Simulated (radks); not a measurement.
Values are calculated unless marked as measured or tabulated.
The carbon ion C2+ inside a hard spherical wall (all orbitals vanish at R), configuration held at [He] 2s2 and not refilled when levels cross. Code: a radial shooting solver on a logarithmic mesh with Libxc functionals. Model: scalar-relativistic Kohn-Sham, r2SCAN, spin-unpolarised, spherical densities, finite nucleus; meta-GGA in the generalised Kohn-Sham scheme; Fermi nuclear charge, rms radius 2.4702 fm. Eigenvalues in eV, with the zero of energy where the potential of the charges vanishes at infinity; a dash marks a level that is unbound or too diffuse for the functional's potential to be trusted. A positive occupied level is held by the wall or, in an anion where self-interaction has pushed it up, behind a barrier. The pressure on the wall is -dE/dV.

[
 {"R (bohr)": "free", "E (hartree)": "-36.50428", "kinetic (hartree)": "36.454", "e(1s)": "-312.45", "e(2s)": "-40.686", "e(2p, empty)": "-31.163", "e(3s, empty)": "-", "pressure (GPa)": "0"},
 {"R (bohr)": "15", "E (hartree)": "-36.50428", "kinetic (hartree)": "36.454", "e(1s)": "-312.45", "e(2s)": "-40.686", "e(2p, empty)": "-31.163", "e(3s, empty)": "-", "pressure (GPa)": "< 0.0001"},
 {"R (bohr)": "10", "E (hartree)": "-36.50428", "kinetic (hartree)": "36.454", "e(1s)": "-312.45", "e(2s)": "-40.686", "e(2p, empty)": "-31.163", "e(3s, empty)": "-", "pressure (GPa)": "< 0.0001"},
 {"R (bohr)": "8", "E (hartree)": "-36.50428", "kinetic (hartree)": "36.454", "e(1s)": "-312.45", "e(2s)": "-40.686", "e(2p, empty)": "-31.163", "e(3s, empty)": "-8.225", "pressure (GPa)": "< 0.0001"},
 {"R (bohr)": "6", "E (hartree)": "-36.50426", "kinetic (hartree)": "36.454", "e(1s)": "-312.45", "e(2s)": "-40.686", "e(2p, empty)": "-31.161", "e(3s, empty)": "-7.278", "pressure (GPa)": "0.00297"},
 {"R (bohr)": "5", "E (hartree)": "-36.50398", "kinetic (hartree)": "36.458", "e(1s)": "-312.43", "e(2s)": "-40.672", "e(2p, empty)": "-31.141", "e(3s, empty)": "-5.443", "pressure (GPa)": "0.0826"},
 {"R (bohr)": "3", "E (hartree)": "-36.42900", "kinetic (hartree)": "36.954", "e(1s)": "-310.28", "e(2s)": "-38.774", "e(2p, empty)": "-28.987", "e(3s, empty)": "22.888", "pressure (GPa)": "50.0"},
 {"R (bohr)": "2.5", "E (hartree)": "-36.24010", "kinetic (hartree)": "37.822", "e(1s)": "-307.09", "e(2s)": "-35.029", "e(2p, empty)": "-25.292", "e(3s, empty)": "52.434", "pressure (GPa)": "245"},
 {"R (bohr)": "2", "E (hartree)": "-35.59410", "kinetic (hartree)": "40.073", "e(1s)": "-300.28", "e(2s)": "-23.886", "e(2p, empty)": "-15.608", "e(3s, empty)": "116.95", "pressure (GPa)": "1330"}
]
